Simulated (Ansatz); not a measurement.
Geometry optimisation, RKS r2SCAN-D4/def2-SVP (Ansatz 0.2.0).

Input:

```yaml
crystal:
  periodic: [false, false, false]
  atoms:
    - { symbol: Ge, position_ang: [-0.580702, 0.373186, 0.468443] }
    - { symbol: H, position_ang: [-1.276312, 0.877617, -0.780195] }
    - { symbol: C, position_ang: [0.779947, -0.488228, -0.578921] }
    - { symbol: H, position_ang: [0.221962, -0.187553, -1.464991] }
    - { symbol: Cl, position_ang: [0.065102, 1.966959, 1.767076] }
    - { symbol: Cl, position_ang: [-1.832337, -0.960498, 1.607973] }
    - { symbol: H, position_ang: [1.764302, -0.003983, -0.54328] }
    - { symbol: H, position_ang: [0.857938, -1.5776, -0.475906] }
basis:
  gaussian: { orbitals: def2-SVP }
hamiltonian:
  xc: r2scan
  dispersion: d4
relax:
  f_tol: 0.03
  max_steps: 50
```

Run as:

```bash
$ ansatz run input.yaml --threads 2 --pin off --max-ram 3072MiB --backend cpu --events-out ev --progress --plain --runs-dir out
```

**Question.** Where does it end, and by what steps?

**Answer.** The run converged. The force dipped under the threshold on the way, but the program's further checks kept it going. After 14 steps the energy has fallen by 0.620 eV; H4 moved furthest, 0.87 Å.

```csv
step,energy less start (eV),largest force component (eV/Å),accepted
0,0.0000,1.049,yes
1,-0.3250,0.507,yes
2,-0.5104,0.567,yes
3,-0.5691,0.373,yes
4,-0.5825,0.107,yes
5,-0.5912,0.116,yes
6,-0.5650,0.917,no
7,-0.6004,0.063,yes
8,-0.6048,0.193,yes
9,-0.6088,0.171,yes
10,-0.6165,0.019,yes
11,-0.6060,0.370,no
12,-0.6182,0.106,yes
13,-0.6190,0.057,yes
14,-0.6197,0.004,yes
```

```xyz
8
Properties=species:S:1:pos:R:3
Ge -0.644 0.449 0.328
H -1.500 1.427 -0.480
C 0.769 -0.468 -0.615
H 0.347 -1.047 -1.449
Cl 0.230 1.557 1.966
Cl -1.976 -1.030 1.174
H 1.494 0.263 -1.003
H 1.280 -1.151 0.079
```

Whether the end is a true minimum wasn't checked by a vibrational analysis.

Run time: 61 s on 2 threads of Arm Neoverse V1, with other jobs on the host, peak memory 0.17 GiB.
